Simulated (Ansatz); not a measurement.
Two structures of BH$_{4}$O$_{2}$F, singlet, reached by relaxing down either side of one saddle point (PBE0-D4/def2-TZVP). Energies are electronic, without zero-point energy. Program: Ansatz 0.2.0. Basis: def2-TZVPP and def2-QZVPP. Cores are frozen in the correlated methods. Extrapolation: Hartree–Fock as exp(−7.88 √X), correlation as X^−2.97. First:

```
8
angstrom
B -0.4325 0.4500 -0.3769
H 0.0667 0.5398 -1.4575
O -1.5720 1.0870 -0.0156
O 0.1816 -0.3420 0.5506
H 1.5995 -1.2451 0.3577
F 2.3846 -1.7480 0.2562
H -1.9518 1.6256 -0.7121
H -0.2762 -0.3672 1.3978
```

Second:

```xyz
8
angstrom
B -0.4705 -0.5055 0.3498
H 1.7827 1.0712 -1.0973
O -1.3104 0.2777 -0.3795
O -0.1403 -0.1966 1.6235
H 2.1021 0.4075 -0.9756
F 0.0499 -1.6144 -0.1768
H -1.4571 -0.0543 -1.2680
H -0.5564 0.6144 1.9240
```

Q: Which bonds change from the first to the second?

A: BH₃O₂ ([OH][BH][OH]) + HF → BH₂O₂F ([OH][B]([OH])[F]) + H₂; bonds formed: B1–F6, H2–H5; bonds broken: B1–H2, H5–F6.

Q: Give the saddle point's structure and its height above each. (Judge from chemistry; the value comes from the calculation.)

A: By the calculation: 163.7 kJ/mol above the first and 247.0 kJ/mol above the second (CCSD(T) at an estimated basis limit (MP2 extrapolated from triple and quadruple zeta, plus CCSD(T) − MP2 in triple zeta)).
B1  (0.013, 0.116, 0.110)
H2  (1.077, 0.631, -0.569)
O3  (-1.212, 0.339, -0.453)
O4  (0.232, 0.290, 1.440)
H5  (1.164, -0.372, -0.675)
F6  (0.619, -1.378, -0.430)
H7  (-1.302, 0.039, -1.358)
H8  (-0.590, 0.335, 1.935)
(Å)

No T1 diagnostic of these runs exceeds 0.014.

Labels in which every atom is bracketed show which atoms are joined, not bond orders.

For scale, one of the runs: CCSD(T)/def2-TZVPP, 180 basis functions, launched by `ansatz run in.yaml --threads 2 --pin off --events-out ev --progress --plain --max-ram 4352MiB`. Hardware: 2 CPU threads of an Arm Neoverse V1, shared host. Wall time 56 s; peak host memory 1.9 GiB.
